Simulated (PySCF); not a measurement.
```
wavenumber (cm⁻¹)  absorption (km/mol per cm⁻¹)
                0                         0.043
               28                         0.050
               57                         0.058
               85                         0.070
              114                         0.085
              142                         0.108
              170                         0.141
              199                         0.196
              227                         0.295
              255                         0.499
              284                         1.034
              312                         3.041
              341                         7.986
              369                         2.706
              397                         0.986
              426                         0.529
              454                         0.378
              482                         0.354
              511                         0.459
              539                         0.915
              568                         2.949
              596                         2.354
              624                         0.732
              653                         0.345
              681                         0.212
              709                         0.153
              738                         0.122
              766                         0.105
              795                         0.096
              823                         0.091
              851                         0.089
              880                         0.090
              908                         0.093
              936                         0.099
              965                         0.107
              993                         0.118
             1022                         0.133
             1050                         0.153
             1078                         0.180
             1107                         0.216
             1135                         0.266
             1163                         0.338
             1192                         0.447
             1220                         0.622
             1249                         0.926
             1277                         1.525
             1305                         2.952
             1334                         7.575
             1362                        26.649
             1390                        17.687
             1419                         5.523
             1447                         3.244
             1476                         2.039
             1504                         1.015
             1532                         0.636
             1561                         0.444
             1589                         0.331
             1617                         0.257
             1646                         0.205
             1674                         0.168
```

This is the computed harmonic infrared spectrum of quintet PmH₃, Lorentzian lines of 42 cm⁻¹ full width. Computed with UPBE0 in PySCF with Pm def2-SVP with ECP28, H def2-SVP; scalar-relativistic core potentials, no spin–orbit coupling; density-fitted integrals.

Task: Which bands make it up, and how are they assigned?

Result: In C3v symmetry, counting bands above 1 % of the strongest: 339 cm⁻¹ (a1, bend, 526 km/mol); 579 cm⁻¹ (e, bend, 246 km/mol); 1371 cm⁻¹ (e, stretch, 2106 km/mol); 1459 cm⁻¹ (a1, stretch, 84 km/mol).

Other isomers or separated fragments may lie lower. With open d or f shells other occupations or spin states may lie lower. The pruned grid is coarse for the open f shell: energies are uncertain by about 2 kJ/mol and soft modes are noisy. No spin–orbit coupling is included, which matters more the heavier the element.
